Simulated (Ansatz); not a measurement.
C₁₀H₇FSSe, SMILES Fc1csc(/C=C/c2ccc[se]2)c1. Atoms are numbered in the order given.

```xyz
20

F     -5.2163    -0.5094     0.3486
C     -4.1900     0.2482    -0.0616
C     -4.3613     1.4688    -0.6948
S     -2.8250     2.1596    -1.0776
C     -1.9476     0.8051    -0.3852
C     -0.5047     0.8233    -0.4169
C      0.3114    -0.1578     0.0785
C      1.7546    -0.1433     0.0486
C      2.6401     0.8086    -0.4561
C      4.0222     0.4976    -0.3181
C      4.2952    -0.7091     0.2993
Se     2.7271    -1.5964     0.7819
C     -2.8385    -0.1426     0.1218
H     -5.3020     1.9715    -0.9427
H     -0.0445     1.7101    -0.8838
H     -0.1602    -1.0404     0.5424
H      2.2894     1.7374    -0.9290
H      4.8197     1.1660    -0.6752
H      5.2777    -1.1487     0.5099
H     -2.5448    -1.0818     0.6069
```

Coordinates come from a PBE-D3(BJ)/def2-SVP optimisation. The structure was generated by enumeration; whether it is a known compound was not checked. One conformer was computed; it need not be the lowest.

These are PBE-D3(BJ)/def2-SVP (Ansatz, an electronic-structure program) values and carry that method's errors.

Each state was relaxed at this level (stationary points, no frequency check), unrestricted for open shells, gas phase, no zero-point terms. λ is the four-point inner reorganisation energy.

```csv
quantity,at the neutral's geometry (eV),adiabatic (eV),at the other state's geometry (eV),relaxation of that state (meV),relaxation of the neutral (meV),λ (meV)
ionisation energy,6.96,6.83,6.70,130,129,258
electron affinity,0.55,0.67,0.79,118,117,234
T1 energy,1.89,1.59,1.30,308,286,594
```
